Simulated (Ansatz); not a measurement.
`C[SiH]1CO[SiH2]1`, relaxed with RKS PBE0-D4/def2-TZVP in the Gaussian-basis code of Ansatz from a PBE-D4/def2-SVP geometry. The force threshold is 0.005 eV/Å; the program also tests the step.

Total charge 0; spin multiplicity 1.

Start:

```xyz
13

C    -0.759    1.819    0.528
Si   -0.632   -0.065    0.421
C    -0.215   -0.794   -1.339
O     1.085   -1.399   -1.111
Si    1.448   -1.139    0.546
H    -0.775    2.154    1.585
H    -1.690    2.180    0.043
H     0.105    2.299    0.027
H    -1.823   -0.708    1.088
H    -0.141   -0.018   -2.135
H    -0.939   -1.561   -1.695
H     1.623   -2.430    1.307
H     2.713   -0.337    0.734
```

| step | energy (eV) | largest force (eV/Å) | largest move (Å) |
| --- | --- | --- | --- |
| 1 | -19997.9046 | 0.780 | 0.000 |
| 2 | -19997.9611 | 0.504 | 0.027 |
| 3 | -19997.9724 | 0.078 | 0.017 |
| 4 | -19997.9730 | 0.021 | 0.012 |
| 5 | -19997.9730 | 0.011 | 0.002 |
| 6 | -19997.9730 | 0.004 | 0.003 |

End:

```xyz
13

C    -0.761    1.808    0.522
Si   -0.620   -0.056    0.423
C    -0.217   -0.779   -1.318
O     1.072   -1.390   -1.080
Si    1.437   -1.135    0.534
H    -0.786    2.139    1.563
H    -1.678    2.153    0.038
H     0.089    2.288    0.033
H    -1.800   -0.693    1.074
H    -0.122   -0.023   -2.105
H    -0.921   -1.540   -1.668
H     1.608   -2.414    1.280
H     2.699   -0.359    0.706
```

It took 23 s on 4 threads of an Arm Neoverse V2 on a shared host, with 0.6 GiB of host memory at the peak.
